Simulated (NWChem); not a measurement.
System: MgSiH₃OBr; SMILES [Br][Mg][O][SiH3]

Here is an NWChem input.

```
start job
memory heap 200 mb stack 900 mb global 1100 mb
geometry units angstroms noautosym nocenter noautoz
  Mg     0.147475    -0.081159    -0.000787
  Br     0.415360    -2.406419     0.000892
  O     -0.057315     1.698193    -0.002071
  Si    -0.254514     3.321911    -0.003230
  H     -1.031815     3.778652    -1.193592
  H      1.058379     4.032660    -0.028798
  H     -0.988314     3.785589     1.211753
end
basis spherical
  Mg library 6-31g*
  Br library 6-31g*
  O library 6-31g*
  Si library 6-31g*
  H library 6-31g*
end
dft
  xc bhlyp
  iterations 150
end
tddft
  cis
  nroots 6
  notriplet
end
task tddft energy
```

Excerpt of the output:

```
             Northwest Computational Chemistry Package (NWChem) 7.3.0
             --------------------------------------------------------

                             Geometry "geometry" -> ""
                             -------------------------

 Output coordinates in angstroms (scale by  1.889725989 to convert to a.u.)

  No.       Tag          Charge          X              Y              Z
 ---- ---------------- ---------- -------------- -------------- --------------
    1 Mg                  12.0000     0.14747500    -0.08115900    -0.00078700
    2 Br                  35.0000     0.41536000    -2.40641900     0.00089200
    3 O                    8.0000    -0.05731500     1.69819300    -0.00207100
    4 Si                  14.0000    -0.25451400     3.32191100    -0.00323000
    5 H                    1.0000    -1.03181500     3.77865200    -1.19359200
    6 H                    1.0000     1.05837900     4.03266000    -0.02879800
    7 H                    1.0000    -0.98831400     3.78558900     1.21175300

 Effective nuclear repulsion energy (a.u.)     299.8868152309

                                 NWChem DFT Module
                                 -----------------

 Summary of "ao basis" -> "ao basis" (spherical)
 ------------------------------------------------------------------------------
       Tag                 Description            Shells   Functions and Types
 ---------------- ------------------------------  ------  ---------------------
 Mg                          6-31g*                  8       18   4s3p1d
 Br                          6-31g*                 12       32   5s4p3d
 O                           6-31g*                  6       14   3s2p1d
 Si                          6-31g*                  8       18   4s3p1d
 H                           6-31g*                  2        2   2s

            General Information
            -------------------
          SCF calculation type: DFT
          Wavefunction type:  closed shell.
          No. of atoms     :     7
          No. of electrons :    72
           Alpha electrons :    36
            Beta electrons :    36
          Charge           :     0
          Spin multiplicity:     1
          Use of symmetry is: off; symmetry adaption is: off
          Maximum number of iterations: 150
          AO basis - number of functions:    88
                     number of shells:    40
          Convergence on energy requested:  1.00D-06
          Convergence on density requested:  1.00D-05
          Convergence on gradient requested:  5.00D-04

              XC Information
              --------------
                        BHLYP Method XC Functional
                     Hartree-Fock (Exact) Exchange  0.500
                        Slater Exchange Functional  0.500 local
                    Becke 1988 Exchange Functional  0.500 non-local
              Lee-Yang-Parr Correlation Functional  1.000

             Grid Information
             ----------------
          Grid used for XC integration:  medium
          Radial quadrature: Mura-Knowles
          Angular quadrature: Lebedev.
          Tag              B.-S. Rad. Rad. Pts. Rad. Cut. Ang. Pts.
          ---              ---------- --------- --------- ---------
          Mg                  1.50       88          12.0       590
          Br                  1.15      112          15.0       590
          O                   0.60       49          11.0       434
          Si                  1.10       88          14.0       590
          H                   0.35       45          15.0       434
          Grid pruning is: on
          Number of quadrature shells:   472
          Spatial weights used:  Erf1

      Superposition of Atomic Density Guess
      -------------------------------------

 Sum of atomic energies:       -3136.74885519

      Non-variational initial energy
      ------------------------------

 Total energy =   -3137.409813
 1-e energy   =   -4963.467691
 2-e energy   =    1526.171063
 HOMO         =      -0.392839
 LUMO         =      -0.095524

   convergence    iter        energy       DeltaE   RMS-Dens  Diis-err
 ---------------- ----- ----------------- --------- --------- ---------
 d= 0,ls=0.0,diis     1  -3140.4328792848 -3.44D+03  1.30D-02  7.69D-01
 d= 0,ls=0.0,diis     2  -3140.3905276492  4.24D-02  6.55D-03  1.38D+00
 d= 0,ls=0.0,diis     3  -3140.5257980477 -1.35D-01  1.16D-03  8.77D-03
 d= 0,ls=0.0,diis     4  -3140.5267444665 -9.46D-04  3.87D-04  1.78D-03
 d= 0,ls=0.0,diis     5  -3140.5269355746 -1.91D-04  5.96D-05  2.38D-05
  Resetting Diis
 d= 0,ls=0.0,diis     6  -3140.5269394516 -3.88D-06  2.38D-05  2.39D-06
 d= 0,ls=0.0,diis     7  -3140.5269399565 -5.05D-07  4.22D-06  5.06D-08

         Total DFT energy =    -3140.526939956529
      One electron energy =    -4967.832399935652
           Coulomb energy =     1666.042932896551
    Exchange-Corr. energy =     -138.624288148349
 Nuclear repulsion energy =      299.886815230920

 Numeric. integr. density =       72.000015534554

                       DFT Final Molecular Orbital Analysis
                       ------------------------------------

 Vector   34  Occ=2.000000D+00  E=-3.507299D-01
              MO Center= -1.8D-01,  2.0D+00,  2.4D-01, r^2= 6.0D+00
   Bfn.  Coefficient  Atom+Function         Bfn.  Coefficient  Atom+Function
  ----- ------------  ---------------      ----- ------------  ---------------
    55      0.323042  3 O  pz                88     -0.298097  7 H  s
    59      0.267266  3 O  pz                31      0.240032  2 Br pz
    53     -0.214475  3 O  px                87     -0.202272  7 H  s
    57     -0.177428  3 O  px                73     -0.176946  4 Si pz
    86      0.170650  6 H  s                 29     -0.159466  2 Br px

 Vector   35  Occ=2.000000D+00  E=-3.453857D-01
              MO Center=  3.1D-01, -1.5D+00, -4.2D-02, r^2= 5.1D+00
   Bfn.  Coefficient  Atom+Function         Bfn.  Coefficient  Atom+Function
  ----- ------------  ---------------      ----- ------------  ---------------
    31      0.508158  2 Br pz                29      0.460955  2 Br px
    35      0.236430  2 Br pz                27     -0.229714  2 Br pz
    33      0.214466  2 Br px                25     -0.208376  2 Br px
    55     -0.133397  3 O  pz                84     -0.128644  5 H  s
    53     -0.120906  3 O  px                59     -0.100475  3 O  pz

[...]

                                NWChem TDDFT Module
                                -------------------

            General Information
            -------------------
           No. of orbitals :     176
            Alpha orbitals :      88
             Beta orbitals :      88
        Alpha frozen cores :       0
         Beta frozen cores :       0
     Alpha frozen virtuals :       0
      Beta frozen virtuals :       0
         Spin multiplicity :       1
    Number of AO functions :      88
        Use of symmetry is : off
      Symmetry adaption is : off
         Schwarz screening :  0.10D-07

              XC Information
              --------------
                 BHLYP Method XC Functional
              Hartree-Fock (Exact) Exchange   0.50
                 Slater Exchange Functional   0.50 local
             Becke 1988 Exchange Functional   0.50 non-local
       Lee-Yang-Parr Correlation Functional   1.00

             TDDFT Information
             -----------------
          Calculation type : Tamm-Dancoff TDDFT
         Wavefunction type : Restricted singlets
          No. of electrons :      72
           Alpha electrons :      36
            Beta electrons :      36
              No. of roots :       6
          Max subspacesize :    5200
            Max iterations :     100
               Target root :       1
           Target symmetry : none
      Symmetry restriction : off
                 Algorithm : Optimal
        Davidson threshold :  0.10D-03

    6 smallest eigenvalue differences (eV)
--------------------------------------------------------
  No. Spin  Occ  Vir  Irrep   E(Occ)    E(Vir)   E(Diff)
--------------------------------------------------------
    1    1   36   37 a        -0.345    -0.039     8.324
    2    1   35   37 a        -0.345    -0.039     8.324
    3    1   34   37 a        -0.351    -0.039     8.470
    4    1   33   37 a        -0.351    -0.039     8.470
    5    1   32   37 a        -0.390    -0.039     9.539
    6    1   36   38 a        -0.345     0.017     9.866
--------------------------------------------------------

  Entering Davidson iterations
  Restricted singlet excited states

  Iter   NTrls   NConv    DeltaV     DeltaE      Time
  ----  ------  ------  ---------  ---------  ---------
    1      6       0     0.83E-01   0.10+100       17.0
    2     12       0     0.47E-01   0.17E-01       16.9
    3     18       0     0.28E-01   0.45E-02       17.4
    4     24       0     0.92E-02   0.54E-03       29.2
    5     30       2     0.32E-02   0.11E-03       23.9
    6     34       4     0.18E-02   0.33E-04       21.9
    7     36       5     0.17E-02   0.15E-04       25.6
    8     37       5     0.84E-03   0.81E-05       20.3
    9     38       5     0.67E-03   0.22E-05       14.5
   10     39       5     0.10E-02   0.22E-05       13.9
   11     40       5     0.54E-02   0.32E-04       14.5
   12     41       5     0.36E-02   0.10E-03       13.7
   13     42       5     0.18E-02   0.19E-04       13.6
   14     43       5     0.18E-02   0.11E-04       18.1
   15     44       5     0.77E-03   0.62E-05       17.0
   16     45       5     0.49E-03   0.16E-05       16.7
   17     46       5     0.17E-03   0.34E-06       17.8
   18     47       6     0.57E-04   0.34E-07       19.2
  ----  ------  ------  ---------  ---------  ---------
  Convergence criterion met

  Ground state a       -3140.526939956529 a.u.

  ----------------------------------------------------------------------------
  Root   1 singlet a              0.208248833 a.u.                5.6667 eV
  ----------------------------------------------------------------------------
     Transition Moments    X  0.27426   Y  0.03041   Z -0.31488
     Dipole Oscillator Strength                    0.0243366667
     Electric Quadrupole                           0.0000002005
     Magnetic Dipole                               0.0000006609
     Total Oscillator Strength                     0.0243375281

     Occ.   31  a   ---  Virt.   37  a       -0.07899
     Occ.   34  a   ---  Virt.   40  a       -0.08188
     Occ.   35  a   ---  Virt.   37  a        0.10917
     Occ.   36  a   ---  Virt.   37  a       -0.97773
     Occ.   36  a   ---  Virt.   40  a        0.06715
     Occ.   36  a   ---  Virt.   44  a       -0.07484
  ----------------------------------------------------------------------------
  Root   2 singlet a              0.208249460 a.u.                5.6668 eV
  ----------------------------------------------------------------------------
     Transition Moments    X -0.31295   Y -0.03518   Z -0.27600
     Dipole Oscillator Strength                    0.0243442798
     Electric Quadrupole                           0.0000002006
     Magnetic Dipole                               0.0000006607
     Total Oscillator Strength                     0.0243451410

     Occ.   30  a   ---  Virt.   37  a       -0.07894
     Occ.   33  a   ---  Virt.   40  a       -0.08186
     Occ.   35  a   ---  Virt.   37  a        0.97776
     Occ.   35  a   ---  Virt.   40  a       -0.06720
     Occ.   35  a   ---  Virt.   44  a        0.07484
     Occ.   36  a   ---  Virt.   37  a        0.10917
  ----------------------------------------------------------------------------
  Root   3 singlet a              0.219741407 a.u.                5.9795 eV
  ----------------------------------------------------------------------------
     Transition Moments    X  0.12240   Y  0.01445   Z -0.59886
     Dipole Oscillator Strength                    0.0547623242
     Electric Quadrupole                           0.0000000034
     Magnetic Dipole                               0.0000000602
     Total Oscillator Strength                     0.0547623878

     Occ.   31  a   ---  Virt.   37  a        0.22477
     Occ.   33  a   ---  Virt.   37  a        0.36131
     Occ.   34  a   ---  Virt.   37  a        0.88777
     Occ.   34  a   ---  Virt.   40  a        0.10735
     Occ.   35  a   ---  Virt.   40  a       -0.05047
     Occ.   36  a   ---  Virt.   40  a        0.06959
  ----------------------------------------------------------------------------
  Root   4 singlet a              0.219752685 a.u.                5.9798 eV
  ----------------------------------------------------------------------------
     Transition Moments    X  0.59474   Y  0.07234   Z  0.12313
     Dipole Oscillator Strength                    0.0548073373
     Electric Quadrupole                           0.0000000020
     Magnetic Dipole                               0.0000000577
     Total Oscillator Strength                     0.0548073969

     Occ.   30  a   ---  Virt.   37  a       -0.22490
     Occ.   33  a   ---  Virt.   37  a       -0.88776
     Occ.   33  a   ---  Virt.   40  a       -0.10741
     Occ.   34  a   ---  Virt.   37  a        0.36128
     Occ.   35  a   ---  Virt.   40  a        0.06950
     Occ.   36  a   ---  Virt.   40  a        0.05051
  ----------------------------------------------------------------------------
  Root   5 singlet a              0.259965033 a.u.                7.0740 eV
  ----------------------------------------------------------------------------
     Transition Moments    X  0.09290   Y -0.79682   Z  0.00059
     Dipole Oscillator Strength                    0.1115330692
     Electric Quadrupole                           0.0000002869
     Magnetic Dipole                               0.0000000078
     Total Oscillator Strength                     0.1115333639

     Occ.   32  a   ---  Virt.   37  a        0.87356
     Occ.   32  a   ---  Virt.   40  a       -0.08278
     Occ.   32  a   ---  Virt.   44  a        0.05464
     Occ.   33  a   ---  Virt.   38  a       -0.05279
     Occ.   33  a   ---  Virt.   39  a       -0.07444
     Occ.   34  a   ---  Virt.   38  a       -0.07458
     Occ.   34  a   ---  Virt.   39  a        0.05293
     Occ.   35  a   ---  Virt.   38  a       -0.24011
     Occ.   35  a   ---  Virt.   39  a       -0.20730
     Occ.   36  a   ---  Virt.   38  a        0.20736
     Occ.   36  a   ---  Virt.   39  a       -0.24000
  ----------------------------------------------------------------------------
  Root   6 singlet a              0.271621232 a.u.                7.3912 eV
  ----------------------------------------------------------------------------
     Transition Moments    X -0.00002   Y  0.00005   Z  0.00034
     Dipole Oscillator Strength                    0.0000000219
     Electric Quadrupole                           0.0000000000
     Magnetic Dipole                               0.0000000001
     Total Oscillator Strength                     0.0000000220

     Occ.   33  a   ---  Virt.   38  a        0.10808
     Occ.   33  a   ---  Virt.   39  a       -0.07523
     Occ.   34  a   ---  Virt.   38  a       -0.07700
     Occ.   34  a   ---  Virt.   39  a       -0.10654
     Occ.   35  a   ---  Virt.   38  a        0.45279
     Occ.   35  a   ---  Virt.   39  a       -0.51496
     Occ.   36  a   ---  Virt.   38  a        0.52466
     Occ.   36  a   ---  Virt.   39  a        0.44511

              Target root =      1
          Target symmetry = none
      Ground state energy =  -3140.526939956529
        Excitation energy =      0.208248833329
     Excited state energy =  -3140.318691123200

  stored tddft:energy   -3140.3186911232001
```

Level: BHandHLYP/6-31G* (spherical d), TDA. All runs use the structure optimised with B3LYP/6-31G* (spherical d).
